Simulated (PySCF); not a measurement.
C₂H₈S₂Sn, SMILES C[S][SnH2][S]C.

Geometry optimised at B3LYP-D3(BJ)/def2-SVP. The def2 effective core potentials stand for the cores of Sn; spin–orbit coupling is left out. One conformer was computed; it need not be the lowest.

Two levels are set side by side: PBE/def2-TZVP (PySCF) and M06-2X/def2-TZVP (PySCF). Same geometry, gas phase. Differences are taken from unrounded values.

```tsv
quantity	M06-2X
orbital gap (eV)	7.85
highest occupied level (eV)	-7.93
lowest empty level (eV)	-0.08
dipole moment (D)	2.08
mean polarisability (bohr³)	105.2
```

### Question
What does PBE give, and how far is it from M06-2X? (Estimate from the structure and the level; the computed values follow.)

### Answer

```tsv
quantity	PBE	PBE minus M06-2X
orbital gap (eV)	3.72	-4.14
highest occupied level (eV)	-5.55	2.38
lowest empty level (eV)	-1.83	-1.75
dipole moment (D)	2.07	-0.01
mean polarisability (bohr³)	109.6	4.5
```

PBE's occupied levels lie high since its potential decays too fast outside the molecule; exact exchange lowers them and widens the gap. PBE's more diffuse valence density responds more strongly to a field. Differences between two approximate levels are no errors against the true value.

Rough cost on one machine, each run with all the roots and properties that it gave: M06-2X against PBE about 3 times.
